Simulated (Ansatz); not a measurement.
Geometry optimisation, Ansatz, RKS B3LYP/def2-SVP.

Input:

```yaml
crystal:
  periodic: [false, false, false]
  atoms:
    - { symbol: In, position_ang: [-0.0007, -1.3849, -0.1659] }
    - { symbol: O, position_ang: [-1.6872, 0.3626, -0.0601] }
    - { symbol: Cl, position_ang: [0.0689, -2.172, -2.3414] }
    - { symbol: Cl, position_ang: [-0.0664, -2.8925, 1.5813] }
    - { symbol: H, position_ang: [-0.4823, 0.7544, 0.0874] }
    - { symbol: C, position_ang: [0.8845, 0.9399, 0.334] }
    - { symbol: H, position_ang: [-2.2214, 0.827, -0.7047] }
    - { symbol: H, position_ang: [0.6143, 1.491, 1.2345] }
    - { symbol: H, position_ang: [1.0415, 1.6, -0.5187] }
    - { symbol: H, position_ang: [1.8488, 0.4744, 0.5536] }
basis:
  gaussian: { orbitals: def2-SVP }
hamiltonian:
  xc: b3lyp
relax:
  f_tol: 0.15
  max_steps: 25
  restrain:
    - { distance: [0, 5], at: 3.48, k: 30.0 }
    - { distance: [4, 1], at: 2.27, k: 30.0 }
    - { distance: [0, 1], at: 2.08, k: 30.0 }
    - { distance: [4, 5], at: 1.07, k: 30.0 }
output:
  orbitals: {}
```

Launched with:

```bash
$ ansatz run input.yaml --threads 2 --pin off --max-ram 3072MiB --backend cpu --events-out ev --progress --plain --runs-dir out
```

Problem. Where does it end, and by what steps?

Solution. The run converged. The restraints hold the end off the free minimum. After 8 steps the energy has fallen by 1.584 eV (the restraints' own energy left out); In1 moved furthest, 0.77 Å. Parted: In1–C6. Joined: H5–C6.

```tsv
step	energy less start (eV)	largest force component (eV/Å)	accepted
0	0.0000	2.426	yes
1	0.4527	3.022	yes
2	0.2675	3.338	yes
3	-0.2386	3.046	yes
4	-1.1495	1.813	yes
5	-1.5123	0.938	yes
6	-1.5592	0.939	yes
7	-1.5625	1.243	no
8	-1.5837	0.727	yes
```

```xyz
10
Properties=species:S:1:pos:R:3
In -0.710 -1.649 -0.296
O -2.015 -0.086 -0.044
Cl 0.080 -2.205 -2.439
Cl -0.093 -2.939 1.553
H -0.070 1.046 0.299
C 0.978 1.307 0.422
H -2.191 0.321 -0.908
H 1.094 1.877 1.353
H 1.313 1.919 -0.427
H 1.613 0.409 0.486
```

Run time: 34 s on 2 threads of AMD EPYC 7B13 (Zen 3), on a shared host, peak memory 0.32 GiB.
